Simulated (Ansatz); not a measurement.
`B[CH]1C[O][GeH2]1`, relaxed with RKS PBE0-D4/def2-TZVP in Ansatz 0.2.0 from a PBE-D4/def2-SVP geometry. The force threshold is 0.005 eV/Å; the program also tests the step.

The species carries charge 0 and has multiplicity 1.

Start:

```xyz
12

B    -0.607    0.910    1.212
C     0.169    0.769   -0.086
C    -0.408    0.149   -1.376
O    -0.021   -1.251   -1.340
Ge    0.749   -1.161    0.313
H    -0.057    1.349    2.207
H    -1.745    0.476    1.299
H     1.113    1.336   -0.215
H    -1.518    0.228   -1.408
H     0.000    0.630   -2.292
H     2.285   -1.392    0.312
H     0.040   -2.043    1.374
```

Problem. By how much does the energy fall, and how many steps does the optimiser take? (Best estimate.)

Solution. The calculation gave: 5.25 kJ/mol, in 10 steps, 1 of them rejected.

Problem. Which bonds change most? (An estimate is asked.)

Solution. Computed: O4–Ge5 from 1.825 to 1.795 Å; C2–Ge5 from 2.054 to 2.024 Å; B1–H6 from 1.220 to 1.199 Å; B1–H7 from 1.221 to 1.200 Å.

Problem. Give the relaxed structure. (Estimate.)

Solution. Computed: 
```xyz
12

B    -0.621    0.926    1.205
C     0.180    0.741   -0.060
C    -0.401    0.143   -1.349
O    -0.031   -1.250   -1.327
Ge    0.758   -1.168    0.283
H    -0.107    1.395    2.181
H    -1.743    0.503    1.276
H     1.095    1.321   -0.190
H    -1.492    0.227   -1.378
H     0.012    0.618   -2.244
H     2.276   -1.417    0.254
H     0.075   -2.039    1.349
```
